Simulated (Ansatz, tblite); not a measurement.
Removing and adding an electron: Hf₃N₃ (the lowest doublet isomer of a short search). The state is a doublet with charge 0. Geometry: PBE0-D4/def2-SVP. Ansatz, gas phase; energy differences of separate SCF runs; the oxidised species is a singlet (the triplet lies 0.21 eV higher at PBE0-D4/def2-TZVP); the reduced species is a triplet (the singlet lies 0.32 eV higher at PBE0-D4/def2-TZVPD).

Cartesian coordinates in Å:
```
Hf -1.2447 -0.4980 -0.5154
Hf 0.4797 1.6737 0.1278
Hf 0.5992 -0.8883 1.5241
N 0.6672 -1.5467 -0.3780
N -1.3762 1.4357 -0.2309
N 0.8748 -0.1765 -0.5277
```

In the def2 sets Hf takes a core potential; there is no spin–orbit coupling. The xTB rows come from tblite. The structure comes from a short search, and lower isomers may exist.

```csv
level,−HOMO (eV),vertical IE (eV),−LUMO (eV),vertical EA (eV),HOMO–LUMO gap (eV),IE − EA (eV),remarks
GFN1-xTB,–,8.92,–,3.14,–,5.78,–
GFN2-xTB,–,10.72,–,5.78,–,4.94,–
PBE-D4/def2-TZVP,3.36,5.42,2.80,–,0.56,–,restricted SCF unstable in HF (+1 singlet)
PBE-D4/def2-TZVPD,3.39,–,2.83,1.29,0.56,–,HOMO above zero (-1 triplet)
r2SCAN-D4/def2-TZVP,3.58,5.40,2.69,–,0.89,–,"restricted SCF unstable in HF (+1 singlet), spin-contaminated (⟨S²⟩ 1.00) (doublet)"
PBE0-D4/def2-TZVP,4.01,5.30,2.30,–,1.71,–,"restricted SCF unstable in HF (+1 singlet), spin-contaminated (⟨S²⟩ 0.83) (doublet)"
PBE0-D4/def2-TZVPD,4.04,–,2.34,1.37,1.70,–,"spin-contaminated (⟨S²⟩ 0.83) (doublet), spin-contaminated (⟨S²⟩ 2.23) (-1 triplet)"
```

Run but left out: HF/def2-SVP, MP2/def2-SVP, CCSD/def2-SVP, CCSD(T)/def2-SVP (doublet: ⟨S²⟩ 1.71, where a pure state has 0.75); r2SCAN-D4/def2-TZVPD (charge -1 triplet: ⟨S²⟩ 2.35, where a pure state has 2.00).   A HOMO above zero means that the electron is unbound at that level or that self-interaction error raises the level; the energy of removing that electron tells which. HOMO and LUMO are the levels of the spin that leaves or enters (xTB has no such levels and no spin-polarisation term). Other spin states of the ions may lie lower, which would lower the ionisation energy or raise the affinity. Raw xTB energy differences between charge states are shifted by several eV; the methods need an empirical correction for them.
